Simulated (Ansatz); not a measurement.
F$_{6}$W, charge +1, doublet, at a GFN2-xTB geometry of the parent state (such geometries of metal compounds can be far from the true shape) (a state made from the parent by changing its charge; the spin is typed, not shown lowest) (core potentials on W); R2SCAN/def2-SV(P) run with Ansatz (a first-principles code).

Ansatz was given this input:
Ansatz 0.2 input:
```yaml
crystal:
  periodic: [false, false, false]
  atoms:
    - {symbol: W, position_ang: [0.00000000, -0.00000000, -0.00000000]}
    - {symbol: F, position_ang: [1.10915424, -0.45499889, -1.39234928]}
    - {symbol: F, position_ang: [-1.10915424, 0.45499889, 1.39234928]}
    - {symbol: F, position_ang: [-1.16633876, 0.78225540, -1.18474218]}
    - {symbol: F, position_ang: [-0.88617967, -1.59904226, -0.18339327]}
    - {symbol: F, position_ang: [0.88617967, 1.59904226, 0.18339327]}
    - {symbol: F, position_ang: [1.16633876, -0.78225540, 1.18474218]}
basis:
  gaussian:
    orbitals: def2-SV_P_.json
hamiltonian:
  xc: r2scan
total_charge: 1
magnetization: {spin_polarized: false, initial_magnetization: 1}
```
The basis file holds def2-SV(P) in the JSON format of the Basis Set Exchange.

What the program printed (banner, timings and long lists left out):

```
Functional definition: r2SCAN
1182 factors; their error is unknown
mean field evaluation 1: about -18083.5357 eV, gradient 9.8e1 eV
mean field evaluation 2: about -17788.7021 eV, gradient 3.2e2 eV
mean field evaluation 4: about -18097.6432 eV, gradient 3.4e1 eV
mean field evaluation 8: about -18099.5008 eV, gradient 1.7e1 eV
mean field evaluation 16: about -18083.5509 eV, gradient 9.8e1 eV
mean field evaluation 32: about -18100.1416 eV, gradient 6.1e-4 eV
mean field evaluation 64: about -17958.5908 eV, gradient 4.9e2 eV
mean field evaluation 96: about -18099.5145 eV, gradient 3.2e0 eV
mean field evaluation 128: about -18099.5838 eV, gradient 3.1e-4 eV
mean field evaluation 160: about -18099.6192 eV, gradient 1.7e0 eV
mean field evaluation 192: about -18099.6271 eV, gradient 1.2e0 eV
mean field evaluation 224: about -18099.5987 eV, gradient 1.6e-1 eV
mean field evaluation 256: about -18099.6091 eV, gradient 4.3e0 eV
mean field evaluation 288: about -18099.6753 eV, gradient 8.4e-1 eV
mean field evaluation 320: about -18070.5154 eV, gradient 5.9e1 eV
mean field -18100.14162535 eV, -665.1679360151 hartree, gradient 1.8e-6 eV, S^2 0.750000; 24 other end points of the search recorded, 0 dependent functions left out
reference -18100.14166556 eV, -665.1679374928 hartree; 34, 33 occupied and 75, 76 virtual orbitals, 1182 factors
Total energy: -18100.14166556 eV, -665.1679374928 hartree
```
